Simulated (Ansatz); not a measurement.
Species: sum formula GeCl2F, net charge 0, doublet state. It need not be the lowest isomer of its formula. SMILES: [F][Ge]([Cl])[Cl]
Geometry: optimised at B3LYP-D3(BJ)/def2-TZVP (Ansatz, a quantum-chemistry and plane-wave program).

Computed values are from Ansatz. Cores are frozen in the correlated levels unless marked. UHF or UKS for open shells. No spin-orbit coupling. Frozen are the shells of the preceding noble gas and the d and f shells that filled before the atom's block. No relativistic terms. CBS(X,Y): correlation extrapolated as X^-3; Hartree-Fock from the larger set.

### Question
What is the atomisation energy De at CCSD(T)/CBS(def2-TZVPP,def2-QZVPP)?

### Answer
274.5 kcal/mol.

### Question
What is the total energy at CCSD(T)/CBS(def2-TZVPP,def2-QZVPP)?

### Answer
-3094.9557 Eh.

### Question
What is the T1 diagnostic at CCSD/def2-QZVPP?

### Answer
0.014.

### Question
What is the dipole moment at CCSD(T)/def2-SVPD?

### Answer
1.71 D.
